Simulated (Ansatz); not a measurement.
Species: CCl₃, SMILES `Cl[C](Cl)Cl` (charge 0, multiplicity 2).

Question: Give a relaxed geometry from r2SCAN-D4/def2-TZVP (Ansatz, a quantum-chemistry and plane-wave program).

Answer: the end point of this relaxation (outside a Z-matrix the atoms follow the SMILES, hydrogens last).
Z-matrix (Å, degrees):
```
C
Cl 1 1.7118
Cl 1 1.7119 2 116.91
Cl 1 1.7119 2 116.91 3 -145.77
```
